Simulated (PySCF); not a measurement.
# Radial density of Be⁺ (beryllium, charge +1)

PBEsol, [He] 2p1, 2P determinant (an excited configuration). Calculation: PySCF 2.14, in aug-pcseg-2 (5s3p2d, 24 functions); no relativity, point nucleus.

| r (bohr) | 4πr²ρ (e/bohr) | 4πr²(ρα − ρβ) |
| --- | --- | --- |
| 0.00835 | 0.02810 | 0.0000 |
| 0.0140 | 0.07630 | 0.0000 |
| 0.0236 | 0.1992 | -0.0001 |
| 0.0397 | 0.4962 | -0.0003 |
| 0.0668 | 1.130 | -0.0006 |
| 0.112 | 2.234 | -0.0010 |
| 0.189 | 3.485 | 0.0006 |
| 0.318 | 3.738 | 0.0148 |
| 0.535 | 2.258 | 0.0740 |
| 0.900 | 0.7045 | 0.2089 |
| 1.51 | 0.4139 | 0.3898 |
| 2.54 | 0.3119 | 0.3118 |
| 4.28 | 0.06454 | 0.0645 |
| 7.20 | 0.003248 | 0.0032 |
| 12.1 | 6.137e-05 | 0.0001 |
